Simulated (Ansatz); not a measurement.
C3H13N3OTi (`C[NH][Ti]([OH])([NH]C)[NH]C`). Total charge 0; spin multiplicity 1. Correlated methods include outer-core shells of Ti, which these sets cover unevenly. Scalar relativity is left out up to krypton.

```json
{"atom": "C1", "x (Å)": "2.977", "y (Å)": "-1.048", "z (Å)": "0.345"}
{"atom": "N2", "x (Å)": "1.564", "y (Å)": "-1.228", "z (Å)": "0.109"}
{"atom": "Ti3", "x (Å)": "0.361", "y (Å)": "0.110", "z (Å)": "-0.462"}
{"atom": "O4", "x (Å)": "1.161", "y (Å)": "1.273", "z (Å)": "-1.606"}
{"atom": "N5", "x (Å)": "-1.144", "y (Å)": "-0.698", "z (Å)": "-1.274"}
{"atom": "C6", "x (Å)": "-2.375", "y (Å)": "-1.199", "z (Å)": "-0.710"}
{"atom": "N7", "x (Å)": "-0.278", "y (Å)": "0.916", "z (Å)": "1.125"}
{"atom": "C8", "x (Å)": "-1.223", "y (Å)": "2.006", "z (Å)": "1.172"}
{"atom": "H9", "x (Å)": "3.243", "y (Å)": "0.006", "z (Å)": "0.231"}
{"atom": "H10", "x (Å)": "3.598", "y (Å)": "-1.614", "z (Å)": "-0.361"}
{"atom": "H11", "x (Å)": "3.268", "y (Å)": "-1.347", "z (Å)": "1.361"}
{"atom": "H12", "x (Å)": "1.288", "y (Å)": "-2.200", "z (Å)": "0.145"}
{"atom": "H13", "x (Å)": "1.269", "y (Å)": "2.216", "z (Å)": "-1.716"}
{"atom": "H14", "x (Å)": "-1.143", "y (Å)": "-0.753", "z (Å)": "-2.286"}
{"atom": "H15", "x (Å)": "-2.367", "y (Å)": "-1.052", "z (Å)": "0.372"}
{"atom": "H16", "x (Å)": "-2.511", "y (Å)": "-2.273", "z (Å)": "-0.895"}
{"atom": "H17", "x (Å)": "-3.258", "y (Å)": "-0.682", "z (Å)": "-1.107"}
{"atom": "H18", "x (Å)": "0.044", "y (Å)": "0.636", "z (Å)": "2.040"}
{"atom": "H19", "x (Å)": "-2.113", "y (Å)": "1.761", "z (Å)": "1.766"}
{"atom": "H20", "x (Å)": "-1.573", "y (Å)": "2.242", "z (Å)": "0.163"}
{"atom": "H21", "x (Å)": "-0.789", "y (Å)": "2.926", "z (Å)": "1.587"}
```

(1) Give the diagnostics of a CCSD(T)/def2-TZVPP run (frozen core, Ansatz). (Estimate.)

Results:

(1) Ansatz gave: T1 = 0.0225, largest single amplitude 0.061, largest double 0.018, (T) share of the correlation energy 4.6 %, 14 CCSD cycles. The RHF solution is stable towards an unrestricted one. T1 lies over the customary mark of 0.02 for closed shells; compounds of d metals often pass it without a breakdown.
